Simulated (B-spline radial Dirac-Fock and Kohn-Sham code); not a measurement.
# Two-hole binding energies of Cd⁷⁺

System: cadmium as Cd⁷⁺, [Kr] 4d5.

Calculated with a radial B-spline solver, using Dirac-Fock energy differences between relaxed states, corrected for Breit and QED terms. U is the two-hole binding energy less the two single-hole energies, the effective repulsion of the holes after relaxation. Each two-hole energy is an average over J within one jj subconfiguration.

```
          holes  E(a) (eV)  E(b) (eV)  E(ab) (eV)  U (eV)
   1s⁻¹ 2p3/2⁻¹    26848.0     3676.9     30731.3   206.4
   1s⁻¹ 3p1/2⁻¹    26848.0      789.9     27709.4    71.5
   1s⁻¹ 3p3/2⁻¹    26848.0      755.1     27671.1    68.1
   1s⁻¹ 3d3/2⁻¹    26848.0      546.0     27457.4    63.4
        2p1/2⁻²     3866.7     3866.7      7895.9   162.5
        2p3/2⁻²     3676.9     3676.9      7500.9   147.1
   2p1/2⁻¹ 3s⁻¹     3866.7      908.9           ?       ?
   2s⁻¹ 3d3/2⁻¹     4163.1      546.0      4772.9    63.8
2p1/2⁻¹ 3p3/2⁻¹     3866.7      755.1      4683.4    61.7
2p1/2⁻¹ 3d5/2⁻¹     3866.7      539.2      4470.3    64.4
2p3/2⁻¹ 3d3/2⁻¹     3676.9      546.0      4287.7    64.8
        3p3/2⁻²      755.1      755.1      1558.1    47.9
3d3/2⁻¹ 3d5/2⁻¹      546.0      539.2      1137.6    52.5
        3d5/2⁻²      539.2      539.2      1130.1    51.7
```

Question: Give the missing two-hole energy and U.

Answer: E(ab) = 4835.6 eV and U = 60.1 eV.

Run: 48 s of CPU time on 1 thread of Neoverse-N1 (shared host), peak memory 0.41 GiB.
